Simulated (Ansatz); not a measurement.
C2H8BiN (SMILES C[N](C)[BiH2]), singlet, at a GFN2-xTB geometry (such geometries of metal compounds can be far from the true shape) (core potentials on Bi); HF/def2-SVPD (Ansatz, an electronic-structure program).

Here is a job for Ansatz.
Ansatz 0.2 input:
```yaml
crystal:
  periodic: [false, false, false]
  atoms:
    - {symbol: Bi, position_ang: [-0.38198611, -0.34885152, 0.31633545]}
    - {symbol: H, position_ang: [0.39824847, -1.66898771, -0.60575882]}
    - {symbol: H, position_ang: [-1.63319568, -0.30427581, -0.93786141]}
    - {symbol: N, position_ang: [0.76898129, 1.20391679, -0.67680604]}
    - {symbol: C, position_ang: [0.89456826, 1.04001549, -2.10135127]}
    - {symbol: C, position_ang: [2.04491817, 1.44510891, -0.04810353]}
    - {symbol: H, position_ang: [1.37791724, 1.92349025, -2.52801974]}
    - {symbol: H, position_ang: [1.48594751, 0.15349998, -2.37986852]}
    - {symbol: H, position_ang: [-0.09867971, 0.94032126, -2.53151792]}
    - {symbol: H, position_ang: [2.76069680, 0.61654167, -0.18157168]}
    - {symbol: H, position_ang: [2.49347287, 2.34610360, -0.47644044]}
    - {symbol: H, position_ang: [1.90065151, 1.60981876, 1.01956761]}
basis:
  gaussian:
    orbitals: def2-SVPD
hamiltonian:
  xc: hf
```

What the program printed (banner, timings and long lists left out):

```
Functional definition: HF
1692 factors; their error is unknown
mean field evaluation 1: about -9472.7414 eV, gradient 3.0e1 eV
mean field evaluation 2: about -9474.6001 eV, gradient 1.8e1 eV
mean field evaluation 4: about -9475.3899 eV, gradient 1.0e0 eV
mean field evaluation 8: about -9476.0485 eV, gradient 9.4e-1 eV
mean field -9476.04962597 eV, -348.2384006573 hartree, gradient 1.8e-5 eV, S^2 0.000000; 0 other end points of the search recorded, 0 dependent functions left out
reference -9476.04962597 eV, -348.2384006573 hartree; 25, 25 occupied and 131, 131 virtual orbitals, 1692 factors
Total energy: -9476.04962597 eV, -348.2384006573 hartree
```
